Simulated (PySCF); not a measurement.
**NMR problem set**

[PySCF: J couplings at B3LYP/pcJ-1 (spin–dipole term left out of most H,H and C,H couplings); σ from GIAO-PBE0/pcSseg-1; coordinates at the GFN2-xTB level; one conformer; gas phase; rapidly exchanging positions averaged; no relativistic terms]

Shifts are taken against calculated references (same method and geometry level): ¹H, ¹³C vs TMS. Multiplet labels drop J under 1 Hz and among equivalent protons, and merge close values. Unscaled 3J(H,H) run several per cent high. Where no couplings were computed, multiplicities follow the n + 1 count of equivalent neighbours, and m marks all less simple cases (inequivalent or close neighbours, rings, F or P nearby). Shifts are as computed. Against solution values, carbons near 30 ppm lie about +3 ppm off and those near 130 ppm about +5 ppm. Of 1211 compounds with measured shifts, 218 miss one by over three times the rms of a fit or turn the order of signals round; such compounds aren't used in these exercises.

(1) C11H10. ¹H NMR (400 MHz, computed): δ 6.58 (m, 1H), 6.17 (m, 1H), 6.00 (m, 1H), 3.66 (m, 1H), 3.08 (m, 1H), 2.82 (m, 1H), 2.59 (s, 1H), 1.97 (s, 3H). ¹³C{¹H} NMR (computed): δ 143.1 (CH), 134.6 (CH), 131.2 (CH), 127.4 (C), 89.1 (C), 85.9 (CH), 85.1 (C), 83.1 (C), 35.2 (CH), 31.8 (CH2), 4.8 (CH3). Give a structure.

(2) C3H8. ¹H NMR (600 MHz, computed): δ 1.38 (sept, J = 7.7 Hz, 2H), 1.00 (t, J = 7.7 Hz, 6H). ¹³C{¹H} NMR (computed): δ 20.9 (CH2), 18.8 (CH3). What is it?

Answers

(1) SMILES C#CC1=CCC=C[C@@H]1C#CC. The formula gives 7 degrees of unsaturation (1 ring in the answer). 11 carbon signals for 11 carbons: no two carbons are equivalent. Carbon types of the structure: 4 × C, 5 × CH, 1 × CH2, 1 × CH3, which accounts for all hydrogens. δC 143.1, 134.6, 131.2: alkene CH; the olefinic region. δC 127.4: fully substituted alkene carbon; an sp2 carbon of a C=C bond. δC 89.1, 85.1, 83.1: alkyne carbon; the triple bond shields along its axis, which puts it between sp3 and sp2 carbons. δC 85.9: terminal alkyne carbon; sp carbons lie upfield of alkene carbons because the cylindrical π system leaves one tensor component strongly shielded.

This is the structure that produced the data.

(2) `CCC`. Rings plus π bonds: 0. 2 carbon signals for 3 carbons: some carbons are equivalent by symmetry or fast rotation. Carbon types of the structure: 1 × CH2, 2 × CH3, which accounts for all hydrogens. δC 20.9: sp3 CH2; a saturated carbon with 2 carbon neighbours and no heteroatom attached. δC 18.8: methyl carbon; a saturated carbon with 1 carbon neighbour and no heteroatom attached. δH 1.38: hydrogen on an sp3 CH2; far from electronegative atoms and π systems. δH 1.00: hydrogen on a methyl carbon; far from electronegative atoms and π systems. The protons at 1.00 and 1.38 share a coupling of 7.7 Hz (vicinal).
